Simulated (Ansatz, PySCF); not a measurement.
Process, species as SMILES: OB(O)O[SiH3] → OB(O)O[SiH2] + H atom (the H-Si bond at the site shown breaks; other sites are not compared here)
Geometries: B3LYP-D3(BJ)/def2-TZVP minima from Ansatz (a program for electronic structure), one conformer each, not searched for the lowest. Frequencies are from Ansatz or PySCF.

Quantity: bond dissociation energy (0 K, with B3LYP-D3(BJ) harmonic zero-point energies), in eV. Cores are frozen in the correlated levels unless marked. Open shells are spin-unrestricted. Spin-orbit coupling is left out. Non-relativistic. CBS(X,Y): correlation extrapolated as X^-3; Hartree-Fock from the larger set.

```json
[
 {"level": "HF/STO-3G", "program": "Ansatz", "bond dissociation energy (eV)": "4.08"},
 {"level": "r2SCAN0/def2-TZVPD", "program": "Ansatz", "bond dissociation energy (eV)": "3.63"}
]
```

Task: Predict the CCSD(T)/CBS(cc-pV(T+d)Z,cc-pV(Q+d)Z) result (Ansatz).

Result: 3.85 eV
